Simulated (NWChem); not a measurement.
System: CH$_{4}$OSi; SMILES O=C[SiH3]

Parts of the log:

```
             Northwest Computational Chemistry Package (NWChem) 7.3.0
             --------------------------------------------------------

 CS  symmetry detected

                             Geometry "geometry" -> ""
                             -------------------------

 Output coordinates in angstroms (scale by  1.889725989 to convert to a.u.)

  No.       Tag          Charge          X              Y              Z
 ---- ---------------- ---------- -------------- -------------- --------------
    1 O                    8.0000    -0.33202643    -1.68260885     0.00000000
    2 C                    6.0000     0.48671581    -0.79858118     0.00000000
    3 Si                  14.0000    -0.08079003     1.05453261     0.00000000
    4 H                    1.0000     1.58560197    -1.04743948     0.00000000
    5 H                    1.0000    -0.90820238     1.28200234     1.21981700
    6 H                    1.0000    -0.90820238     1.28200234    -1.21981700
    7 H                    1.0000     1.09777983     1.97233610     0.00000000

 Effective nuclear repulsion energy (a.u.)      96.3395389194

      Symmetry information
      --------------------

 Group name             Cs
 Group number              2
 Group order               2
 No. of unique centers     6

                                 NWChem DFT Module
                                 -----------------

 Summary of "ao basis" -> "ao basis" (spherical)
 ------------------------------------------------------------------------------
       Tag                 Description            Shells   Functions and Types
 ---------------- ------------------------------  ------  ---------------------
 O                         def2-svpd                 9       23   4s3p2d
 C                         def2-svpd                 8       20   4s2p2d
 Si                        def2-svpd                10       24   5s3p2d
 H                         def2-svpd                 4        8   2s2p

      Symmetry analysis of basis
      --------------------------

        a'         67
        a"         32

            General Information
            -------------------
          SCF calculation type: DFT
          Wavefunction type:  closed shell.
          No. of atoms     :     7
          No. of electrons :    32
           Alpha electrons :    16
            Beta electrons :    16
          Charge           :     0
          Spin multiplicity:     1
          Use of symmetry is: on ; symmetry adaption is: on
          Maximum number of iterations: 150
          AO basis - number of functions:    99
                     number of shells:    43
          Convergence on energy requested:  1.00D-06
          Convergence on density requested:  1.00D-05
          Convergence on gradient requested:  5.00D-04

              XC Information
              --------------
                    Becke 1988 Exchange Functional  1.000
              Lee-Yang-Parr Correlation Functional  1.000

             Grid Information
             ----------------
          Grid used for XC integration:  medium
          Radial quadrature: Mura-Knowles
          Angular quadrature: Lebedev.
          Tag              B.-S. Rad. Rad. Pts. Rad. Cut. Ang. Pts.
          ---              ---------- --------- --------- ---------
          O                   0.60       49          11.0       434
          C                   0.70       49          10.0       434
          Si                  1.10       88          11.0       590
          H                   0.35       45          12.0       434
          Grid pruning is: on
          Number of quadrature shells:   321
          Spatial weights used:  Erf1

      Superposition of Atomic Density Guess
      -------------------------------------

 Sum of atomic energies:        -403.05532684

      Non-variational initial energy
      ------------------------------

 Total energy =    -404.068044
 1-e energy   =    -746.954584
 2-e energy   =     246.547002
 HOMO         =      -0.279991
 LUMO         =      -0.064786

      Symmetry analysis of molecular orbitals - initial
      -------------------------------------------------

  Numbering of irreducible representations:

     1 a'          2 a"

  Orbital symmetries:

     1 a'          2 a'          3 a'          4 a'          5 a'
     6 a"          7 a'          8 a'          9 a'         10 a'
    11 a'         12 a"         13 a'         14 a"         15 a'
    16 a'         17 a"         18 a'         19 a'         20 a'
    21 a'         22 a"         23 a'         24 a"         25 a'
    26 a'

   convergence    iter        energy       DeltaE   RMS-Dens  Diis-err
 ---------------- ----- ----------------- --------- --------- ---------
 d= 0,ls=0.0,diis     1   -404.8777105742 -5.01D+02  2.61D-02  8.57D-01
 d= 0,ls=0.0,diis     2   -404.0852763560  7.92D-01  1.89D-02  8.15D+00
 d= 0,ls=0.0,diis     3   -404.9827079371 -8.97D-01  3.06D-03  3.74D-02
 d= 0,ls=0.0,diis     4   -404.9841111990 -1.40D-03  1.64D-03  2.27D-02
 d= 0,ls=0.0,diis     5   -404.9870843995 -2.97D-03  3.23D-04  5.37D-04
  Resetting Diis
 d= 0,ls=0.0,diis     6   -404.9871869114 -1.03D-04  5.88D-05  1.16D-05
 d= 0,ls=0.0,diis     7   -404.9871890878 -2.18D-06  1.96D-05  5.46D-07
 d= 0,ls=0.0,diis     8   -404.9871889569  1.31D-07  1.04D-05  1.88D-06
 d= 0,ls=0.0,diis     9   -404.9871891489 -1.92D-07  4.06D-06  3.21D-07

         Total DFT energy =     -404.987189148857
      One electron energy =     -748.859646222151
           Coulomb energy =      283.802002651248
    Exchange-Corr. energy =      -36.269084497389
 Nuclear repulsion energy =       96.339538919435

 Numeric. integr. density =       32.000011001435

                  Occupations of the irreducible representations
                  ----------------------------------------------

                     irrep           alpha         beta
                     --------     --------     --------
                     a'               13.0         13.0
                     a"                3.0          3.0

                       DFT Final Molecular Orbital Analysis
                       ------------------------------------

 Vector   14  Occ=2.000000D+00  E=-3.191764D-01  Symmetry=a'
              MO Center=  2.4D-01,  1.5D+00, -5.9D-13, r^2= 2.3D+00
   Bfn.  Coefficient  Atom+Function         Bfn.  Coefficient  Atom+Function
  ----- ------------  ---------------      ----- ------------  ---------------
    92      0.380305  7 H  s                 55      0.318135  3 Si px
    52      0.285445  3 Si px                76     -0.202895  5 H  s
    84     -0.202895  6 H  s                 49     -0.163341  3 Si px
    69     -0.102575  4 H  s                 56      0.082493  3 Si py
    53      0.077745  3 Si py                93      0.066488  7 H  s

 Vector   15  Occ=2.000000D+00  E=-3.170938D-01  Symmetry=a"
              MO Center= -6.1D-01,  9.5D-01,  5.9D-13, r^2= 2.7D+00
   Bfn.  Coefficient  Atom+Function         Bfn.  Coefficient  Atom+Function
  ----- ------------  ---------------      ----- ------------  ---------------
    76      0.326334  5 H  s                 84     -0.326334  6 H  s
    57      0.316198  3 Si pz                54      0.284872  3 Si pz
     7     -0.197037  1 O  pz                51     -0.162968  3 Si pz
    10     -0.124982  1 O  pz                30     -0.079591  2 C  pz
    61      0.060906  3 Si d  1              77      0.052473  5 H  s

 Vector   16  Occ=2.000000D+00  E=-2.110420D-01  Symmetry=a'
              MO Center=  9.2D-02, -1.0D+00, -1.6D-15, r^2= 2.4D+00
   Bfn.  Coefficient  Atom+Function         Bfn.  Coefficient  Atom+Function
  ----- ------------  ---------------      ----- ------------  ---------------
     6     -0.381134  1 O  py                 5      0.377124  1 O  px
    68     -0.258930  4 H  s                  8      0.253834  1 O  px
     9     -0.250160  1 O  py                27     -0.230316  2 C  s
    53     -0.198292  3 Si py                56     -0.184107  3 Si py
    29      0.164678  2 C  py                46      0.149225  3 Si s

 Vector   17  Occ=0.000000D+00  E=-1.064490D-01  Symmetry=a"
              MO Center=  2.4D-01, -7.4D-01, -6.0D-16, r^2= 2.3D+00
   Bfn.  Coefficient  Atom+Function         Bfn.  Coefficient  Atom+Function
  ----- ------------  ---------------      ----- ------------  ---------------
    30      0.469429  2 C  pz                 7     -0.417534  1 O  pz
    33      0.375246  2 C  pz                10     -0.322926  1 O  pz
    76     -0.105887  5 H  s                 84      0.105887  6 H  s
    66     -0.099967  3 Si d  1              40      0.078343  2 C  d -1
    61     -0.072968  3 Si d  1              59     -0.072543  3 Si d -1

[...]

                         DFT ENERGY GRADIENTS

    atom               coordinates                        gradient
                 x          y          z           x          y          z
   1 O      -0.627439  -3.179670   0.000000    0.019130   0.023896   0.000000
   2 C       0.919760  -1.509100   0.000000   -0.015786  -0.018159   0.000000
   3 Si     -0.152671   1.992778   0.000000    0.000782  -0.006181   0.000000
   4 H       2.996353  -1.979374   0.000000   -0.004610   0.001802   0.000000
   5 H      -1.716254   2.422633   2.305120    0.000976  -0.000147  -0.001529
   6 H      -1.716254   2.422633  -2.305120    0.000976  -0.000147   0.001529
   7 H       2.074503   3.727175   0.000000   -0.001467  -0.001064   0.000000
```

Level: BLYP/def2-SVPD. The geometry was optimised at PBE0/def2-SVP.

Problem. Reconstruct the input file.

Solution. One answer among several that fit: the input that was run:
```
start job
memory heap 200 mb stack 900 mb global 1100 mb
geometry units angstroms noautoz
  O     -0.344755    -1.686678     0.000000
  C      0.483270    -0.811339     0.000000
  Si    -0.064650     1.047660     0.000000
  H      1.579469    -1.071779     0.000000
  H     -0.889616     1.283848     1.219817
  H     -0.889616     1.283848    -1.219817
  H      1.123539     1.952976     0.000000
end
basis spherical
  * library def2-svpd
end
dft
  xc becke88 lyp
  iterations 150
end
task dft gradient
```
